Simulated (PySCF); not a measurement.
How methods differ on the ionisation energy of Os⁵⁴⁺

Os⁵⁴⁺ [Ar] 3d4 (5D) → Os⁵⁵⁺ [Ar] 3d3 (4F), as a difference of total energies. All numbers are calculated (PySCF 2.14, no relativity, point nucleus, in an uncontracted even-tempered set (16 s from 14 bohr⁻², ratio 2.5; 10 p from 18 bohr⁻², ratio 2.5; 7 d from 18 bohr⁻², ratio 2.5; 4 f from 65 bohr⁻², ratio 2.7; 3 g from 97 bohr⁻², ratio 2.7)). Correlated levels: outer shells: [Ne] frozen; virtual orbitals above 40 to 60 times the deepest correlated orbital energy dropped. The calculations carry no spin-orbit coupling.

| method | ionisation energy (eV) |
| --- | --- |
| UHF | 5223.7 |
| LDA | 5222.2 |
| PBE | 5221.2 |
| PBE0 | 5222.3 |
| r2SCAN | 5221.2 |
| revPBE | 5221.1 |
| TPSSh | 5220.3 |
| MP2 (outer shells) | 5223.6 |
| SCS-MP2 (outer shells) | 5223.0 |

Spin-orbit coupling is strong in these open shells (close to jj coupling). The scalar numbers leave it out and a first-order estimate fails, so it can dominate the gap to the real levels.

The gap to the reference is mostly relativistic.

For comparison: 5280 ± 5 eV (theoretical estimate listed by NIST; NIST Atomic Spectra Database, ionization energies).
